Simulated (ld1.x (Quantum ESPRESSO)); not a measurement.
## Co (Z = 27), TM: configuration errors across variants

* Element: cobalt
* Generator: ld1.x (Quantum ESPRESSO) 7.5
* Type: norm-conserving Troullier–Martins (Kleinman–Bylander form)
* Functional: LDA (PZ)
* Relativity: scalar-relativistic
* Frozen core: [Ar]
* Valence charge: 9
* Reference configuration: 3d7 4s0 4p0 (charge +2)
* Partial waves: 4s (bound, empty): rc 1.95 bohr; 4p (bound, empty): rc 2.20 bohr; 3d (bound): rc 1.00 bohr
* Local potential: all-electron potential smoothed inside 0.80 bohr (lloc = -1)
* Core correction: none

All-electron excitation energies from the reference (eV): (1) 3d7 4s2 4p0 -26.380; (2) 3d7 4s1 4p0 -17.085; (3) 3d6 4s0 4p0 36.188; (4) 3d5 4s0 4p0 91.840; (5) 3d8 4s1 4p0 -27.619; (6) 3d6 4s2 4p0 -10.921; (7) 3d7 4s1 4p1 -21.952; (8) 3d7 4s0 4p0 spin -2.073; (9) 3d7 4s2 4p0 spin -28.364.

Spin tests fill each open shell by Hund’s rule, majority spin first.

2 further variants failed, have other tests or too few solved ones, and are left out.

A true bound ghost makes a file unfit for plane-wave use even where its test errors are small: the radial tests pick states by their node count and pass the ghost by.

Errors AE − PS in meV (a dash: test not solved or not reliable):

| change | (1) | (2) | (3) | (4) | (5) | (6) | (7) | (8) | (9) | bound ghosts |
| --- | --- | --- | --- | --- | --- | --- | --- | --- | --- | --- |
| base | +40 | +17 | -142 | -835 | +64 | -317 | +25 | +1995 | +2074 | s, p |
| local potential all-electron potential smoothed inside 1.76 bohr (lloc = -1) | +51 | +20 | -212 | -1149 | +57 | -347 | +33 | +1976 | +2068 | none |
| wave 4p (bound): rc 2.20 bohr becomes 4p (bound): rc 1.64 bohr | +40 | +17 | -142 | -835 | +64 | -317 | +25 | +1995 | +2074 | s, p |
| wave 4s (bound): rc 1.95 bohr becomes 4s (bound): rc 2.04 bohr | +40 | +17 | -142 | -835 | +64 | -318 | +25 | +1995 | +2074 | s, p |
| local potential all-electron potential smoothed inside 0.75 bohr (lloc = -1) | +42 | +17 | -142 | -832 | +67 | -314 | +27 | +1995 | +2077 | s, p |
| wave 3d (bound): rc 1.00 bohr becomes 3d (bound): rc 1.38 bohr | +49 | +20 | -130 | -692 | +58 | -262 | +30 | +1885 | +1962 | s, p |
| all radii scaled by about 0.83 (s 1.62, p 1.82, d 0.82 bohr); local potential all-electron potential smoothed inside 0.66 bohr (lloc = -1) | +61 | +24 | -140 | -841 | +70 | -203 | +37 | +2008 | +2110 | s, p |
| local potential all-electron potential smoothed inside 2.00 bohr (lloc = -2) | – | +17 | – | -1567 | -8.1 | -447 | – | +1953 | +2021 | none |

Give the same row for: core correction a·sin(br)/r model core inside 0.52 bohr.

-32, -13, -255, -1415, -22, -423, -20, +124, +102; bound ghosts: s, p.
